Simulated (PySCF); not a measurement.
PySCF job for 2-fluorocyclopenta-1,3-diene (C5H5F), SMILES C1C=C(C=C1)F, PBE/pcSseg-1. Coordinates come from a PBE0-D3(BJ)/def2-SVP optimisation. Other conformers were not sampled.

```python
import numpy as np
from pyscf import gto, scf, dft
from pyscf.prop.nmr import rks as nmr

mol = gto.M(
    atom='''
    F     0.00126633   -2.06460572   -0.00000000
    C     0.04415312   -0.74077644    0.00000000
    C     1.14719726    0.03159049    0.00000000
    C     0.68587087    1.45339921    0.00000000
    C    -0.80926742    1.35946688    0.00000000
    C    -1.17447373    0.06165961   -0.00000000
    H     2.18200017   -0.30585172    0.00000000
    H     1.05212696    2.01229621   -0.88148901
    H     1.05212696    2.01229621    0.88148900
    H    -1.47521739    2.22294234    0.00000000
    H    -2.18331424   -0.35227000   -0.00000000
    ''',
    basis='pcSseg-1',
    charge=0,
    spin=0,
    max_memory=1600,
    verbose=3,
)
mf = dft.RKS(mol, xc='pbe')
mf.grids.level = 3
mf.conv_tol = 1e-10
mf.max_cycle = 100
mf.kernel()
n = nmr.NMR(mf)
n.verbose = 2
n.max_cycle_cphf = 60
sigma = n.kernel()
print('atom   isotropic/ppm   span/ppm')
for i, s in enumerate(sigma):
    w = np.linalg.eigvalsh((s + s.T) / 2)
    print(f'{mol.atom_symbol(i):2s}{i + 1:3d} {w.mean():14.3f} {w[2] - w[0]:11.3f}')
```

Log of the run:

```
converged SCF energy = -292.965438071505
atom   isotropic/ppm   span/ppm
F   1        278.283     233.525
C   2          7.479     119.603
C   3         73.200     153.682
C   4        138.739      23.328
C   5         40.290     216.463
C   6         46.346     184.452
H   7         25.637       3.255
H   8         28.057      10.367
H   9         28.057      10.367
H  10         24.688       1.742
H  11         24.717       2.742
```

Self-consistency was reached.
